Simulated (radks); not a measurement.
Radial electron density D(r) = 4 pi r^2 rho(r) of an atom or ion with 64 electrons. Calculated with a radial shooting solver on a logarithmic mesh with Libxc functionals: scalar-relativistic Kohn-Sham, LDA (Slater exchange, Perdew-Wang correlation), spin-polarised, spherical densities, point nucleus.

```
   r/bohr * D(r) (the largest magnitude, 116, reaches the edge; | marks zero)
0.0009005 | *
  0.00123 |  *
 0.001667 |    *
  0.00226 |      *
 0.003087 |           *
 0.004184 |                *
  0.00567 |                       *
 0.007746 |                               *
   0.0105 |                                     *
  0.01423 |                                        *
  0.01944 |                                       *
  0.02634 |                                    *
   0.0357 |                                      *
  0.04877 |                                               *
   0.0661 |                                                      *
  0.08958 |                                               *
   0.1224 |                                        *
   0.1659 |                                              *
   0.2248 |                                          *
   0.3071 |                       *
   0.4162 |                     *
   0.5686 |                       *
   0.7706 |             *
    1.044 |      *
    1.427 |   *
    1.934 | *
    2.621 |*
     3.58 *
    4.852 *
    6.576 *
    8.984 *
```

What is the nuclear charge?

Answer. Z = 65. The innermost maximum, from 1s, lies near gamma/Z bohr with gamma = sqrt(1 - (Z/c)^2) = 0.880, here 0.0135 bohr (found: 0.0148), and its height grows with Z. The density is that of the terbium ion Tb+ in [Xe] 4f9 6s1; the configuration itself is not fixed sharply by these data, and Z only to a few units. D(r) has 4 maxima, at r = 0.0148, 0.0661, 0.186, 0.504 bohr, and minima at 0.0285, 0.121, 0.363 bohr, inside which lie 1.94, 11.14, 29.45 electrons.
